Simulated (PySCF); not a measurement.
# Worked example: oscillator strength and radiative lifetime

GaHBr2, SMILES [Br][GaH][Br].

Geometry optimised at PBE0-D3(BJ)/def2-SVP.

TDA-PBE/def2-SVPD (PySCF 2.14.0) puts the first singlet state with f over 0.02 at 5.42 eV (vertical), with the transition dipole (0.000, -0.910, 0.000) in atomic units.

Task: Find the oscillator strength, the wavelength and the radiative lifetime that this transition would have in vacuum if emission retraced absorption.

Result: 
|μ|² = 0.8281 au, so |μ| = 2.31 D. ΔE = 5.42/27.211 = 0.1992 hartree. f = (2/3) ΔE |μ|² = 0.110 (the program prints 0.110).
λ = 1239.84/5.42 = 229 nm; ν = 43715 cm⁻¹.
Einstein's coefficient A = 0.6670 ν² f s⁻¹ (ν in cm⁻¹) = 1.4e8 s⁻¹, so τ = 1/A = 7.1 ns. This state is S5; the lower singlets have f = 0.000, 0.000, 0.002, 0.000. The figure is the radiative limit of this one transition; relaxation, internal conversion, crossing to triplets and a medium change what is measured.
